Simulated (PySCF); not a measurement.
ClFHNOW, SMILES [Cl][W](=[NH])(=[O])[F], multiplicity 1. The structure is a stationary point at PBE-D3(BJ)/def2-SVP. The spin state was assumed, not searched. The structure was generated by enumeration; whether it is a known compound was not checked. The def2 effective core potentials stand for the cores of W; spin–orbit coupling is left out.

These are PBE-D3(BJ)/def2-SVP (PySCF) values and carry that method's errors.

Harmonic wavenumbers (cm⁻¹): 136, 175, 224, 241, 310, 402, 530, 611, 682, 969, 1002, 3526. Rotational constants (GHz): 3.584, 1.916, 1.801; symmetry number 1.

Q: Work out the zero-point energy and the ideal-gas rigid-rotor harmonic-oscillator thermochemistry at 298.15 K and 1 atm.

A: ZPE = ½ Σ hcν = ½ × 8807 cm⁻¹ = 52.68 kJ/mol. H − E(el) = 71.95 kJ/mol. Entropy in J/(mol K): translation 178.54, rotation 115.71, vibration 53.69, total 347.94. G − E(el) = -31.78 kJ/mol. Cp = 93.25 J/(mol K). Modes under 150 cm⁻¹ make the vibrational entropy uncertain.
